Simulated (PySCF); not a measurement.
2-methylpentane-1,5-diol, C6H14O2.
Numbering: `[CH3:1][C@H:2]([CH2:3][OH:4])[CH2:5][CH2:6][CH2:7][OH:8]` (hydrogens: H9, H10, H11 on C1; H12 on C2; H13, H14 on C3; H15 on O4; H16, H17 on C5; H18, H19 on C6; H20, H21 on C7; H22 on O8)

The same species was optimised twice, with GFN2-xTB and with PBE0-D3(BJ)/def2-SVP (PySCF), and the same property calculations (PySCF, gas phase) were run on both structures.

```json
{"coordinate": "C6–C7 (Å)", "GFN2-xTB": "1.531", "PBE0-D3(BJ)/def2-SVP": "1.522", "change": "-0.009"}
{"coordinate": "C2–C3 (Å)", "GFN2-xTB": "1.538", "PBE0-D3(BJ)/def2-SVP": "1.528", "change": "-0.010"}
{"coordinate": "C5–C6 (Å)", "GFN2-xTB": "1.530", "PBE0-D3(BJ)/def2-SVP": "1.526", "change": "-0.004"}
{"coordinate": "C1–C2 (Å)", "GFN2-xTB": "1.527", "PBE0-D3(BJ)/def2-SVP": "1.524", "change": "-0.003"}
{"coordinate": "C7–O8 (Å)", "GFN2-xTB": "1.408", "PBE0-D3(BJ)/def2-SVP": "1.405", "change": "-0.003"}
{"coordinate": "C3–O4 (Å)", "GFN2-xTB": "1.408", "PBE0-D3(BJ)/def2-SVP": "1.405", "change": "-0.003"}
{"coordinate": "C2–C5 (Å)", "GFN2-xTB": "1.536", "PBE0-D3(BJ)/def2-SVP": "1.533", "change": "-0.003"}
{"coordinate": "C2–C5–C6 (°)", "GFN2-xTB": "114.6", "PBE0-D3(BJ)/def2-SVP": "117.2", "change": "+2.6"}
{"coordinate": "C5–C6–C7 (°)", "GFN2-xTB": "114.1", "PBE0-D3(BJ)/def2-SVP": "115.7", "change": "+1.6"}
{"coordinate": "C1–C2–C3 (°)", "GFN2-xTB": "109.6", "PBE0-D3(BJ)/def2-SVP": "110.5", "change": "+0.9"}
{"coordinate": "C1–C2–C5 (°)", "GFN2-xTB": "111.8", "PBE0-D3(BJ)/def2-SVP": "112.6", "change": "+0.8"}
{"coordinate": "C6–C7–O8 (°)", "GFN2-xTB": "114.3", "PBE0-D3(BJ)/def2-SVP": "114.6", "change": "+0.3"}
{"coordinate": "C2–C3–O4 (°)", "GFN2-xTB": "113.9", "PBE0-D3(BJ)/def2-SVP": "113.9", "change": "0.0"}
{"coordinate": "C3–C2–C5 (°)", "GFN2-xTB": "110.3", "PBE0-D3(BJ)/def2-SVP": "110.3", "change": "0.0"}
{"coordinate": "C1–C2–C3–O4 (°)", "GFN2-xTB": "-62", "PBE0-D3(BJ)/def2-SVP": "-61", "change": "+1"}
{"coordinate": "C1–C2–C5–C6 (°)", "GFN2-xTB": "-75", "PBE0-D3(BJ)/def2-SVP": "-62", "change": "+13"}
{"coordinate": "C2–C5–C6–C7 (°)", "GFN2-xTB": "-66", "PBE0-D3(BJ)/def2-SVP": "-65", "change": "+1"}
{"coordinate": "C5–C6–C7–O8 (°)", "GFN2-xTB": "74", "PBE0-D3(BJ)/def2-SVP": "66", "change": "-8"}
```

Rotational constants: A = 3432, B = 1026, C = 981.5 MHz (GFN2-xTB) against A = 3605, B = 1029, C = 961.2 MHz (PBE0-D3(BJ)/def2-SVP). Point groups within 0.08 Å: C1 and C1.

On the GFN2-xTB structure: HOMO (eV) -7.50 [PBE0/pcSseg-1]; LUMO (eV) 1.11 [PBE0/pcSseg-1]; dipole (D) 2.64 [PBE0/pcSseg-1]; GIAO shielding of C1 (ppm) 171.6 [PBE0/pcSseg-1]; GIAO shielding of C2 (ppm) 150.9 [PBE0/pcSseg-1]; GIAO shielding of C3 (ppm) 112.3 [PBE0/pcSseg-1]; GIAO shielding of O4 (ppm) 320.1 [PBE0/pcSseg-1]; GIAO shielding of C5 (ppm) 149.7 [PBE0/pcSseg-1]; GIAO shielding of C6 (ppm) 152.2 [PBE0/pcSseg-1]; GIAO shielding of C7 (ppm) 116.0 [PBE0/pcSseg-1]; GIAO shielding of O8 (ppm) 282.9 [PBE0/pcSseg-1].

Q: What do these properties become on the PBE0-D3(BJ)/def2-SVP structure?

A: 
| property | level | on GFN2-xTB | on PBE0-D3(BJ)/def2-SVP | change |
| --- | --- | --- | --- | --- |
| HOMO (eV) | PBE0/pcSseg-1 | -7.50 | -7.55 | -0.05 |
| LUMO (eV) | PBE0/pcSseg-1 | 1.11 | 1.02 | -0.09 |
| dipole (D) | PBE0/pcSseg-1 | 2.64 | 2.31 | -0.33 |
| energy, GFN2-xTB geometry as zero (kcal/mol) | PBE0/pcSseg-1 | 0.0 | -0.8 | -0.8 |
| GIAO shielding of C1 (ppm) | PBE0/pcSseg-1 | 171.6 | 169.1 | -2.5 |
| GIAO shielding of C2 (ppm) | PBE0/pcSseg-1 | 150.9 | 149.8 | -1.1 |
| GIAO shielding of C3 (ppm) | PBE0/pcSseg-1 | 112.3 | 112.7 | +0.4 |
| GIAO shielding of O4 (ppm) | PBE0/pcSseg-1 | 320.1 | 320.4 | +0.3 |
| GIAO shielding of C5 (ppm) | PBE0/pcSseg-1 | 149.7 | 150.0 | +0.3 |
| GIAO shielding of C6 (ppm) | PBE0/pcSseg-1 | 152.2 | 152.2 | 0.0 |
| GIAO shielding of C7 (ppm) | PBE0/pcSseg-1 | 116.0 | 116.2 | +0.2 |
| GIAO shielding of O8 (ppm) | PBE0/pcSseg-1 | 282.9 | 287.8 | +4.9 |

The heavy atoms differ by 0.137 Å rms after alignment. Among bonds between heavy atoms C2–C3 and C6–C7 change most and about equally (-0.010 to -0.009 Å). Changes are differences of the printed values. Neither structure is proved a minimum here.
